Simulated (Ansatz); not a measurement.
Calculated with Ansatz (gas phase, PBE0-D4/def2-TZVP geometries, no zero-point term in ΔE). CCSD(T)/CBS is the MP2 limit (def2-TZVPP, def2-QZVPP) plus CCSD(T) − MP2 in def2-TZVPP, frozen cores. DFT in def2-TZVPP. B3LYP here is the variant with VWN-RPA as its local correlation; programs differ in this. For Ge outer-core shells are correlated without core-valence functions, which leaves a few kJ/mol of doubt a bond. Scalar relativity is left out up to krypton. One conformer a species, not always the lowest.

`C[SiH2]OB(N)F` + `[OH][GeH3]` → `C[SiH2][O][GeH3]` + `NB(O)F`  (ligand exchange at the Si–O bond)

| level | ΔE (eV) |
| --- | --- |
| PBE-D4 | -0.02 |
| PBE0-D4 | -0.04 |
| PBE0 | -0.03 |
| B3LYP | -0.01 |
| SCS-MP2/def2-TZVPP | -0.05 |
| MP2/def2-QZVPP | -0.05 |
| SCS-MP2/def2-QZVPP | -0.05 |
| MP2/CBS(def2) | -0.05 |

Question: What does CCSD(T)/CBS give? (Estimate.)

Answer: The calculation gave: -0.04 eV. The listed levels differ from it by 0.02, 0.00, 0.01, 0.03, -0.01, -0.01, -0.01, -0.01 eV.

Largest T1 diagnostic among the species: 0.011.
